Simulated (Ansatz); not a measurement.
Born–Oppenheimer molecular dynamics of Ge2H6 (8 atoms, charge 0, multiplicity 1). It starts from a relaxed structure.

Theory: Ansatz, RHF/def2-SVP.

| Item | Value |
| --- | --- |
| ensemble | NVT, Langevin thermostat |
| time step | 0.5 fs |
| steps asked | 100 |
| set temperature | 400 K |
| friction | 0.5 /fs |
| seed | 307405 |

First frame:

```xyz
8
Properties=species:S:1:pos:R:3
Ge 0.014 0.024 0.010
H 0.537 -0.209 1.435
H 1.203 0.361 -0.901
H -0.946 1.222 0.028
Ge -1.144 -1.983 -0.809
H -2.276 -2.373 0.152
H -1.747 -1.720 -2.196
H -0.162 -3.158 -0.915
```

(1) What does the run give?

(2) What happens to the structure?

(3) How do temperature and energy run in time?

Answers

(1) The run went to its last step.

* steps done: 100
* time covered: 50 fs
* mean temperature over the second half: 399 K
* spread of the potential energy over the second half: 8.5 meV per atom
* mean potential energy of the second half above the start: 42.1 meV per atom

A run of 0.05 ps of so small a system gives no equilibrium averages. The friction is so strong that the motion is overdamped, so the time scale means little.

(2) The same pairs are bonded in the first frame and the last. Pairs count as bonded within 1.25 times the sum of covalent radii (0.12 Å more for H–H). Another seed would give other details.

(3) 
```tsv
time (fs)	T (K)	potential energy less start (eV)
0	350	0.000
2	285	0.081
4	440	0.148
6	276	0.127
8	241	0.062
10	435	0.096
12	397	0.145
14	515	0.175
16	338	0.234
18	590	0.192
20	399	0.255
22	384	0.237
24	392	0.196
26	500	0.314
28	596	0.416
30	460	0.396
32	612	0.385
34	307	0.254
36	380	0.232
38	216	0.266
40	471	0.273
42	165	0.311
44	462	0.349
46	490	0.430
48	358	0.416
50	331	0.391
```

Run time: 5.2 min on 1 thread of Intel(R) Xeon(R) Platinum 8375C CPU @ 2.90GHz (Ice Lake) (shared host), peak memory 0.22 GiB.
